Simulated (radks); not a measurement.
Bi, 83 electrons, occupied as [Hg] 6p3. All-electron calculation, scalar-relativistic Kohn-Sham, PBE, spin-unpolarised, spherical densities, point nucleus. Program: a radial shooting solver on a logarithmic mesh with Libxc functionals.

Normalised radial functions P(r) = r R(r), r in bohr:

```
   r/bohr * 5s, o 6p (the largest magnitude, 1.32, reaches the edge; | marks zero, & curves that meet)
0.0006063                             o*
0.0007058                             o *
0.0008282                             o *
0.0009642                             o *
 0.001122                             o *
 0.001317                             o *
 0.001533                             o  *
 0.001785                             o  *
 0.002095                             o  *
 0.002439                             o   *
 0.002839                             o   *
 0.003305                             o   *
 0.003879                             o   *
 0.004516                             o    *
 0.005257                             o    *
 0.006169                             o    *
 0.007182                             o    *
 0.008361                             |o   *
 0.009811                             |o  *
  0.01142                             |o  *
   0.0133                             |o *
   0.0156                             |o*
  0.01817                             *o
  0.02115                           * | o
  0.02482                          *  | o
  0.02889                        *    | o
  0.03363                       *     | o
  0.03947                      *      | o
  0.04595                      *      | o
  0.05349                       *     |o
  0.06277                         *   o
  0.07308                             &
  0.08508                            o|   *
  0.09904                           o |       *
   0.1162                          o  |         *
   0.1353                           o |         *
   0.1575                           o |       *
   0.1848                            o| *
   0.2152                        *    |o
   0.2505                 *           |  o
    0.294              *              |   o
   0.3422               *             |   o
   0.3984                      *      | o
   0.4676                             o   *
   0.5443                          o  |              *
   0.6337                        o    |                      *
   0.7436                       o     |                          *
   0.8657                        o    |                         *
    1.008                          o  |                    *
    1.183                             |o             *
    1.377                             |    o   *
    1.603                             |    *  o
    1.881                             | *        o
     2.19                             |*           o
    2.549                             *            o
    2.968                             *           o
    3.483                             *         o
    4.054                             *       o
     4.72                             *     o
    5.539                             *   o
    6.448                             *  o
    7.507                             * o
    8.809                             *o
    10.26                             &
```

5s: eigenvalue -157.79 eV, 4 radial nodes at r = 0.0183, 0.0741, 0.192, 0.442 bohr, <r> = 0.831 bohr, 90 % of the charge inside 1.18 bohr. 6p: eigenvalue -4.571 eV, 4 radial nodes at r = 0.0681, 0.195, 0.463, 1.14 bohr, <r> = 3.06 bohr, 90 % of the charge inside 4.66 bohr.
